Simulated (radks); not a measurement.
Problem. The mean radii <r> (bohr) of the occupied orbitals of an atom or ion are listed with their occupations. All-electron calculation, scalar-relativistic Kohn-Sham, PBEsol, spin-unpolarised, spherical densities, finite nucleus; Fermi nuclear charge, rms radius of each element as measured or else 0.836 A^(1/3) + 0.57 fm. Program: a radial shooting solver on a logarithmic mesh with Libxc functionals.

| orbital | occ. | <r> |
|---|---|---|
| 1s | 2 | 0.06360 |
| 2s | 2 | 0.2934 |
| 2p | 6 | 0.2601 |
| 3s | 2 | 0.8901 |
| 3p | 6 | 0.9425 |
| 3d | 3 | 1.156 |
| 4s | 1 | 2.728 |
| 4p | 1 | 3.304 |

Name the element and its charge.

Solution. Z = 24, chromium, charge +1: Cr+ in [Ar] 3d3 4s1 4p1. The 1s radius gives Z: for a bare nucleus <r> = (2 gamma + 1)/(2Z) with gamma = sqrt(1 - (Z/c)^2), 0.06186 bohr for Z = 24, and screening makes it slightly larger (0.06360 here). The occupations add up to 23, and the charge is Z minus that.
